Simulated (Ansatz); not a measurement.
Geometry optimisation, Ansatz 0.2.0, RKS r2SCAN/def2-SVP.

The input (input.yaml):

```yaml
crystal:
  periodic: [false, false, false]
  atoms:
    - { symbol: W, position_ang: [0.312187, -0.21957, 0.231449] }
    - { symbol: F, position_ang: [-0.365727, 0.119479, 1.944422] }
    - { symbol: Cl, position_ang: [2.354116, -0.247159, -0.817233] }
    - { symbol: H, position_ang: [-0.237796, 1.189036, -0.455233] }
    - { symbol: H, position_ang: [-1.30512, -0.053509, -0.137441] }
    - { symbol: H, position_ang: [-0.431857, -1.655705, -0.240894] }
    - { symbol: H, position_ang: [-0.155633, -0.329599, -1.368049] }
    - { symbol: H, position_ang: [1.666416, 1.966775, 1.617041] }
    - { symbol: H, position_ang: [1.137814, 1.630853, 1.973138] }
basis:
  gaussian: { orbitals: def2-SVP }
hamiltonian:
  xc: r2scan
relax:
  f_tol: 0.03
  max_steps: 50
```

Command:

```bash
$ ansatz run input.yaml --threads 2 --pin off --max-ram 3072MiB --backend cpu --events-out ev --progress --plain --runs-dir out
```

Problem. Where does it end, and by what steps?

Solution. It converged. After 10 steps the energy has fallen by 0.199 eV; H8 moved furthest, 0.40 Å.

```json
{"step": "0", "energy less start (eV)": "0.0000", "largest force component (eV/Å)": "1.230", "accepted": "yes"}
{"step": "1", "energy less start (eV)": "-0.0674", "largest force component (eV/Å)": "0.307", "accepted": "yes"}
{"step": "2", "energy less start (eV)": "-0.0974", "largest force component (eV/Å)": "0.183", "accepted": "yes"}
{"step": "3", "energy less start (eV)": "-0.1068", "largest force component (eV/Å)": "0.644", "accepted": "yes"}
{"step": "4", "energy less start (eV)": "-0.1343", "largest force component (eV/Å)": "0.351", "accepted": "yes"}
{"step": "5", "energy less start (eV)": "-0.1589", "largest force component (eV/Å)": "0.378", "accepted": "yes"}
{"step": "6", "energy less start (eV)": "-0.1883", "largest force component (eV/Å)": "0.245", "accepted": "yes"}
{"step": "7", "energy less start (eV)": "-0.1960", "largest force component (eV/Å)": "0.141", "accepted": "yes"}
{"step": "8", "energy less start (eV)": "-0.1986", "largest force component (eV/Å)": "0.088", "accepted": "yes"}
{"step": "9", "energy less start (eV)": "-0.1992", "largest force component (eV/Å)": "0.033", "accepted": "yes"}
{"step": "10", "energy less start (eV)": "-0.1995", "largest force component (eV/Å)": "0.023", "accepted": "yes"}
```

```xyz
9
Properties=species:S:1:pos:R:3
W 0.280 0.051 0.272
F -0.466 -0.232 1.983
Cl 2.371 -0.370 -0.593
H -0.464 1.384 -0.440
H -1.310 -0.185 -0.162
H -0.267 -1.459 -0.155
H -0.081 -0.205 -1.341
H 1.759 1.667 1.362
H 1.153 1.750 1.822
```

Run time: 51 s on 2 threads of Arm Neoverse V2 (shared host), peak memory 0.16 GiB.
